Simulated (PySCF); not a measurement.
Ionisation energy of B²⁺ by level of theory

B²⁺ [He] 2s1 (2S) → B³⁺ 1s2 (1S), as a difference of total energies. All numbers are calculated (PySCF 2.14, the spin-free X2C one-electron Hamiltonian (Gaussian nucleus), in aug-cc-pCVTZ-DK with one added diffuse shell each of s, p, d, f type (8s7p5d3f, 75 functions)). Correlated levels: valence and next inner shell: nothing frozen. The calculations carry no spin-orbit coupling.

| method | ionisation energy (eV) |
| --- | --- |
| UHF | 37.827 |
| MP2 (valence and next inner shell) | 37.902 |
| SCS-MP2 (valence and next inner shell) | 37.893 |
| CCSD (valence and next inner shell) | 37.909 |
| CCSD(T) (valence and next inner shell) | 37.909 |

Question: How much does correlation contribute at CCSD(T) (valence and next inner shell)?

Answer: 37.909 − (37.827) = 0.082 eV, measured against UHF.

Errors of the correlated levels include the incompleteness of this basis.

For comparison: 37.931 eV (measured; NIST Atomic Spectra Database, ionization energies).
